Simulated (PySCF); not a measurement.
# Relaxation of doublet RuH₃

All numbers come from UPBE0/[Ru def2-TZVP with ECP28, H def2-TZVP], scalar-relativistic core potentials, density fitting, no spin–orbit coupling, PySCF. A (50,194) grid was used.

A start displaced from a saddle point along its imaginary mode, of C3v symmetry, held to at least that symmetry:

Coordinates in bohr (charge 0 multiplicity 2):
```
Ru    0.0000    0.0000    0.0067
H     2.9723    0.0000   -0.2268
H    -1.4861    2.5741   -0.2268
H    -1.4862   -2.5740   -0.2268
```

Optimiser trace:
```
step  E − E(last) (kJ/mol)  largest gradient (Eh/bohr)
   0                 68.02                     0.02178
   1                 29.16                     0.01786
   2                 20.43                     0.01929
   3                 14.72                     0.01879
   4                  3.72                     0.01075
   5                  0.04                     0.00062
   6                  0.00                     0.00036
   7                  0.00                     0.00003
```

It ends at C3v with Ru–H 1.558 Å (×3); H–Ru–H 100.8° (×3). A frequency run shows a minimum. Other isomers or separated fragments may lie lower.

Final geometry:
```xyz
4
charge 0 multiplicity 2, angstrom
Ru    0.0000    0.0000    0.0205
H     1.3864    0.0000   -0.6907
H    -0.6932    1.2007   -0.6907
H    -0.6932   -1.2007   -0.6907
```

Open d and f shells are described by one determinant, and the ground state may have another occupation or spin.

The relaxation took of the order of 29 core-seconds on a shared host.
